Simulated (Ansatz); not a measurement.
Reaction (ligand exchange at a B–Se bond): `FB([SiH3])[SeH]` + CH₃SH → `CSB(F)[SiH3]` + H₂Se

Calculated with Ansatz (gas phase, PBE0-D4/def2-TZVP geometries, no zero-point term in ΔE). CBS: MP2 limit from def2 TZ/QZ plus the TZ coupled-cluster correction, frozen cores. This one scheme is used for every species. Functionals use def2-TZVPP. B3LYP here is the variant with VWN-RPA as its local correlation; programs differ in this. For Se outer-core shells are correlated without core-valence functions, which leaves a few kJ/mol of doubt a bond. Scalar relativity is left out up to krypton. One conformer a species, not always the lowest.

Q: Is it downhill or uphill in electronic energy at CCSD(T)/CBS, and by how much? (Best estimate.)

A: The calculation gave: Downhill: ΔE = -9.7 kJ/mol.

Q: What do these levels give: B3LYP-D4, PBE, r2SCAN, B3LYP, HF/CBS(def2), MP2/CBS(def2)? (An estimate is asked.)

A: Ansatz gave: B3LYP-D4 -12.7, PBE -9.9, r2SCAN -12.3, B3LYP -7.7, HF/CBS(def2) -5.1, MP2/CBS(def2) -9.2 kJ/mol.

Largest T1 diagnostic among the species: 0.014.

In def2-TZVPP, CCSD(T) changes the Hartree–Fock value by −5.3 kJ/mol (the triples alone add −1.6 kJ/mol) and MP2 by −4.8 kJ/mol. The D4 term adds −5.1 kJ/mol with B3LYP and −3.0 kJ/mol with PBE0; it sums over pairs of atoms, weighted by their polarisabilities, and B3LYP, whose exchange is more repulsive, gets the larger term.
